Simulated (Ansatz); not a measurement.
The same atomization along the group B, Al, Ga, In.

Isolated molecules relaxed with PBE0-D4/def2-TZVP in Ansatz; ΔE leaves out vibrations. CBS: MP2 limit from def2 TZ/QZ plus the TZ coupled-cluster correction, frozen cores. This one scheme is used for every species, atoms too. Open shells (•) are unrestricted, without spin–orbit coupling. Spin–orbit coupling would lower the free atoms: a little for Al, B, C, Cl; clearly for Ga; strongly for In. Elements past krypton have def2 core potentials. Bonds to Ga, In are less sure, by a few kJ/mol each and by 10 to 20 or more in all where they break to atoms, as the def2 sets lack core-valence functions. Scalar relativity is left out up to krypton.

(1) Order these by ΔE at CCSD(T)/CBS, lowest first. (Best estimate.)
A. `C#[C][Al]([Cl])[Cl]` → 2 C• + 2 Cl• + H• + Al•
B. `C#CB(Cl)Cl` → 2 C• + 2 Cl• + H• + B•
C. `C#[C][Ga]([Cl])[Cl]` → 2 C• + 2 Cl• + H• + Ga•
D. `C#[C][In]([Cl])[Cl]` → 2 C• + 2 Cl• + H• + In•

Largest T1 diagnostic: 0.018, for Al•.

Results:

(1) D (+2163.8 kJ/mol), C (+2274.5 kJ/mol), A (+2448.3 kJ/mol), B (+2557.7 kJ/mol).

For atomizations the MP2-based limit and the directly extrapolated one differ by several kJ/mol either way, and by 10 to 25 for some Ge, Se and Sn compounds, so smaller differences from it don't rank the levels.
